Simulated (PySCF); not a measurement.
Input of a response calculation (the driver script's job line, then coordinates in Å):

```
{"job": {"kind": "uv", "xc": "PBE0", "basis": "def2-SVPD", "nstates": 6, "ntriplets": 2}, "charge": 0, "multiplicity": 1}
C      3.691476    -0.231564     0.032553
C      2.540330     0.106503     0.076348
C      1.205356     0.558681     0.176989
F      1.036308     1.639276     0.969986
C      0.164875     0.011926    -0.449563
C     -1.238383     0.514422    -0.318460
C     -2.143278    -0.571568     0.240711
F     -3.418375    -0.162376     0.323539
F     -1.782772    -0.957112     1.471210
F     -2.146207    -1.675992    -0.521624
H      4.689601    -0.550988    -0.023650
H      0.329990    -0.850363    -1.075553
H     -1.642263     0.796789    -1.294945
H     -1.287336     1.371894     0.355359
```

Its output, with some lines taken out ([cut]) and without the SCF cycles:

```
converged SCF energy = -629.2483902916

Static polarisability (au): isotropic 77.449, principal 53.867 61.980 116.500

Singlet excitations
state   eV       nm        f      main configurations
  1   5.6697    218.7   0.08165   H->L+1 0.47, H-1->L 0.28, H->L 0.19
[cut]
[cut]
  4   7.0110    176.8   0.00205   H->L+2 0.91
  5   7.1641    173.1   0.26575   H-2->L 0.64, H-1->L+1 0.23, H->L 0.10
[cut]

[cut]
```

The calculation used TDDFT PBE0/def2-SVPD, vertical, gas phase, core orbitals frozen in the response (PySCF 2.14.0, density-fitted response routines). The structure is a single GFN2-xTB conformer in the gas phase; no vibrational or solvent corrections.

**Question.** Restore the lines that were cut, in order.

**Answer.** 
```
  2   5.6823    218.2   0.30359   H->L 0.66, H->L+1 0.13
  3   5.8173    213.1   0.00000   H-1->L 0.63, H->L+1 0.35
  6   7.6836    161.4   0.00723   H->L+3 0.83, H-2->L+1 0.11
Triplet excitations (Tamm-Dancoff, eV): 3.4180 5.1617
```

**Question.** What share of the summed oscillator strength falls to the strongest level in this window?

**Answer.** State 2 at 218 nm: 0.3036 of 0.6603, or 46%.

**Question.** Which orbital energies lie behind H and L?

**Answer.** HOMO -7.58 eV and LUMO -1.40 eV, a gap of 6.18 eV; state 1 differs from that by -0.51 eV.

**Question.** Give the energy of state 4 in hartree, cm⁻¹ and kJ/mol.

**Answer.** 0.25765 hartree, 56548 cm⁻¹, 676.5 kJ/mol.

**Question.** Write the structure that the coordinates describe.

**Answer.** `C(F)(F)(C/C=C(/C#C)F)F` (C6H4F4), point group C1.

H and L stand for HOMO and LUMO.

The values belong to the conformer `[CH:1]#[C:2]/[C:3]([F:4])=[CH:5]/[CH2:6][C:7]([F:8])([F:9])[F:10]`: C3–C5–C6–C7 -120°, C5–C6–C7–F8 -178°.
